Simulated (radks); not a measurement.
Values are calculated unless marked as measured or tabulated.
These are the eigenvalues of the occupied orbitals of an atom or ion with whole-number occupations (hartree). Code: a radial shooting solver on a logarithmic mesh with Libxc functionals. Model: scalar-relativistic Kohn-Sham, PBE, spin-unpolarised, spherical densities, point nucleus.

1s: -325.8770
2s: -39.65786
2p: -34.30959
3s: -4.81930
3p: -3.25104
3d: -0.75510
4p: -0.31419

Which element is it, and in what charge state? The configuration may be excited.

Answer. Z = 29, copper, charge +1: Cu+ in [Ar] 3d9 4p1. The list shows which subshells hold electrons but not how many an open one holds; the 1s level, -325.88 hartree, gives Z - s = 25.5 by -(Z - s)^2/2, which with screening and relativity narrows Z to a few neighbours, and the depths of the outer levels then fix element, charge and occupations together.
